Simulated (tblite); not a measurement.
Compound: C5H5Cl2O (doublet state).
Atom-mapped SMILES: `[CH2:1]=[C:2]=[CH:3][C:4]([Cl:5])([Cl:6])[CH2:7][O:8]` (hydrogens: H9, H10 on C1; H11 on C3; H12, H13 on C7)
Bond orders are those of one Lewis drawing.

Computed with GFN2-xTB (tblite), gas phase: L-BFGS steps from a force-field or distance-geometry start until the largest atomic force falls under 0.01 eV/Å.

Step 34: E = -714.3931 eV
```
atom  x, y, z in Å  |  force x, y, z in eV/Å
C1      2.7165   -0.6908   -0.6117   -0.006  -0.013   0.012
C2      1.6092   -0.1134   -0.2814   -0.019  -0.040   0.008
C3      0.4894    0.4325    0.0884    0.011   0.010  -0.009
C4     -0.8285   -0.2696    0.0894    0.039  -0.053  -0.008
Cl5    -1.1575   -1.0603   -1.4760    0.017   0.019  -0.031
Cl6    -0.8645   -1.5500    1.3461   -0.009   0.029   0.002
C7     -1.9897    0.7222    0.4144   -0.049   0.025  -0.007
O8     -1.7823    1.4664    1.4619    0.022   0.044  -0.042
H9      3.2889   -1.2342    0.1229    0.033  -0.007  -0.009
H10     3.1232   -0.6541   -1.6089   -0.042   0.031   0.002
H11     0.4518    1.4446    0.4698   -0.013   0.001   0.041
H12    -2.9476    0.1528    0.4687    0.024  -0.010   0.012
H13    -2.1132    1.3543   -0.5014   -0.009  -0.037   0.030
```

Step 35: E = -714.3937 eV
```
atom  x, y, z in Å  |  force x, y, z in eV/Å
C1      2.7164   -0.6908   -0.6124    0.005  -0.015   0.003
C2      1.6091   -0.1137   -0.2833   -0.017  -0.023   0.022
C3      0.4909    0.4328    0.0897   -0.012   0.005  -0.010
C4     -0.8259   -0.2705    0.0885   -0.021  -0.007   0.017
Cl5    -1.1554   -1.0600   -1.4755    0.018   0.012  -0.049
Cl6    -0.8673   -1.5505    1.3452   -0.002   0.031   0.005
C7     -1.9909    0.7224    0.4145   -0.028   0.010  -0.005
O8     -1.7808    1.4701    1.4589    0.026   0.036  -0.054
H9      3.2862   -1.2361    0.1225    0.043  -0.013  -0.005
H10     3.1248   -0.6514   -1.6085   -0.036   0.025  -0.006
H11     0.4526    1.4444    0.4728   -0.009  -0.008   0.041
H12    -2.9483    0.1525    0.4730    0.035  -0.016   0.009
H13    -2.1157    1.3512   -0.5031   -0.001  -0.037   0.031
```

Step 36: E = -714.3943 eV
```
atom  x, y, z in Å  |  force x, y, z in eV/Å
C1      2.7162   -0.6913   -0.6131    0.006  -0.010   0.001
C2      1.6087   -0.1146   -0.2848   -0.012  -0.003   0.037
C3      0.4922    0.4331    0.0913   -0.032  -0.007  -0.010
C4     -0.8237   -0.2717    0.0880   -0.071   0.043   0.026
Cl5    -1.1526   -1.0590   -1.4760    0.018   0.005  -0.056
Cl6    -0.8702   -1.5504    1.3443    0.003   0.027   0.009
C7     -1.9926    0.7228    0.4145    0.006  -0.014   0.005
O8     -1.7788    1.4747    1.4549    0.028   0.030  -0.055
H9      3.2847   -1.2373    0.1218    0.048  -0.019  -0.004
H10     3.1253   -0.6488   -1.6085   -0.028   0.017  -0.017
H11     0.4530    1.4438    0.4768   -0.003  -0.016   0.038
H12    -2.9483    0.1515    0.4774    0.031  -0.025   0.011
H13    -2.1183    1.3476   -0.5045    0.006  -0.028   0.014
```

**Question.** Estimate the geometry and energy of step 37. (The exact step hangs on the optimiser's Hessian estimate; all steps are aligned on step 36, rigid shifts and turns removed.)

**Answer.** E = -714.3953 eV, largest force 0.142 eV/Å
```
atom  x, y, z in Å  |  force x, y, z in eV/Å
C1      2.7158   -0.6922   -0.6144    0.005   0.001   0.003
C2      1.6081   -0.1160   -0.2865   -0.003   0.019   0.056
C3      0.4937    0.4332    0.0938   -0.052  -0.019  -0.006
C4     -0.8217   -0.2726    0.0876   -0.108   0.090   0.021
Cl5    -1.1481   -1.0574   -1.4777    0.016   0.000  -0.053
Cl6    -0.8743   -1.5495    1.3430    0.005   0.018   0.015
C7     -1.9952    0.7232    0.4143    0.050  -0.040   0.018
O8     -1.7750    1.4825    1.4476    0.026   0.026  -0.047
H9      3.2831   -1.2394    0.1207    0.047  -0.023  -0.010
H10     3.1260   -0.6448   -1.6087   -0.021   0.008  -0.024
H11     0.4536    1.4423    0.4845    0.006  -0.032   0.028
H12    -2.9477    0.1495    0.4846    0.019  -0.035   0.015
H13    -2.1226    1.3416   -0.5067    0.010  -0.012  -0.018
```

The energy changes by -0.0009 eV. The first-order estimate −F·Δx gives -0.0012 eV and the mean of the old and new forces, exact on a quadratic surface, -0.0009 eV. The step makes an angle of 69° with the force vector and moves no atom by more than 0.011 Å.

What follows is the cost of the whole relaxation. The run took 1.1 s on one thread of an Arm Neoverse V1, shared host with 32 logical CPUs at a one-minute load of 14.
